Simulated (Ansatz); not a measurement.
trisilylphosphine (H₉PSi₃), singlet, at a GFN2-xTB geometry; R2SCAN/cc-pVDZ run with Ansatz (an electronic-structure program).

Input for Ansatz:
Ansatz 0.2 input:
```yaml
crystal:
  periodic: [false, false, false]
  atoms:
    - {symbol: Si, position_ang: [-0.73150406, 1.82305785, -0.40791737]}
    - {symbol: P, position_ang: [0.18821174, -0.17350413, -0.73727730]}
    - {symbol: Si, position_ang: [1.86473710, -0.16240545, 0.72209052]}
    - {symbol: Si, position_ang: [-1.27528289, -1.52970289, 0.24227527]}
    - {symbol: H, position_ang: [0.23660144, 2.81452484, -0.86999042]}
    - {symbol: H, position_ang: [-1.05477390, 2.07124934, 1.00037921]}
    - {symbol: H, position_ang: [-1.95510257, 1.86016427, -1.20489688]}
    - {symbol: H, position_ang: [2.82295740, 0.83662120, 0.25571496]}
    - {symbol: H, position_ang: [2.44340496, -1.50357383, 0.70954322]}
    - {symbol: H, position_ang: [1.42887523, 0.17189027, 2.08138167]}
    - {symbol: H, position_ang: [-0.68465939, -2.86566528, 0.23155487]}
    - {symbol: H, position_ang: [-2.49681096, -1.47983083, -0.55717985]}
    - {symbol: H, position_ang: [-1.57497050, -1.13611115, 1.62237473]}
basis:
  gaussian:
    orbitals: cc-pVDZ
hamiltonian:
  xc: r2scan
accuracy: high
```

### Question
What does Ansatz print? Leave out banner, timings and long lists.

### Answer

```
Functional definition: r2SCAN
2867 factors; integrals over basis functions are off by at most 4.0e-9 eV
mean field evaluation 1: about -33064.2186 eV, gradient 1.4e1 eV
mean field evaluation 2: about -33064.9563 eV, gradient 7.3e0 eV
mean field evaluation 4: about -33065.1399 eV, gradient 4.9e-1 eV
mean field evaluation 8: about -33065.1249 eV, gradient 4.2e-2 eV
mean field evaluation 16: about -33065.1249 eV, gradient 9.2e-6 eV
mean field -33065.12488957 eV, -1215.1209273450 hartree, gradient 4.5e-8 eV, S^2 0.000000; 0 other end points of the search recorded, 0 dependent functions left out
reference -33065.12489058 eV, -1215.1209273821 hartree; 33, 33 occupied and 84, 84 virtual orbitals, 2867 factors
Total energy: -33065.12489058 eV, -1215.1209273821 hartree
```
